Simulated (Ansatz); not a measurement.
CHCl2FGaN (`N=[C](Cl)[Ga]([F])[Cl]`) at its PBE0-D4/def2-TZVP geometry, where that method's forces vanish. Total charge 0; spin multiplicity 1.

```json
{"atom": "N1", "x (Å)": "-0.021", "y (Å)": "1.241", "z (Å)": "1.081"}
{"atom": "C2", "x (Å)": "0.498", "y (Å)": "0.374", "z (Å)": "0.348"}
{"atom": "Cl3", "x (Å)": "2.235", "y (Å)": "0.109", "z (Å)": "0.194"}
{"atom": "Ga4", "x (Å)": "-0.658", "y (Å)": "-0.803", "z (Å)": "-0.728"}
{"atom": "F5", "x (Å)": "0.061", "y (Å)": "-2.034", "z (Å)": "-1.726"}
{"atom": "Cl6", "x (Å)": "-2.766", "y (Å)": "-0.693", "z (Å)": "-0.773"}
{"atom": "H7", "x (Å)": "0.651", "y (Å)": "1.806", "z (Å)": "1.604"}
```

**Question.** For each bond, give half the difference of the two atoms' forces along it (eV/Å; positive pushes the atoms apart) under PBE-D4, r2SCAN-D4, B3LYP-D4, ωB97M-V in def2-TZVPP. (Estimate.)

**Answer.** Ansatz gave: 
```csv
bond,length (Å),PBE-D4,r2SCAN-D4,B3LYP-D4,ωB97M-V
N1–C2,1.248,0.56,0.19,0.01,0.09
N1–H7,1.022,0.18,-0.02,-0.05,-0.06
C2–Cl3,1.764,0.15,0.25,0.31,0.11
C2–Ga4,1.970,-0.29,-0.14,-0.13,-0.14
Ga4–F5,1.740,0.47,0.01,0.21,0.10
Ga4–Cl6,2.111,0.15,0.01,0.16,-0.01
```

B3LYP here is the variant with VWN-RPA as its local correlation; programs differ in this.
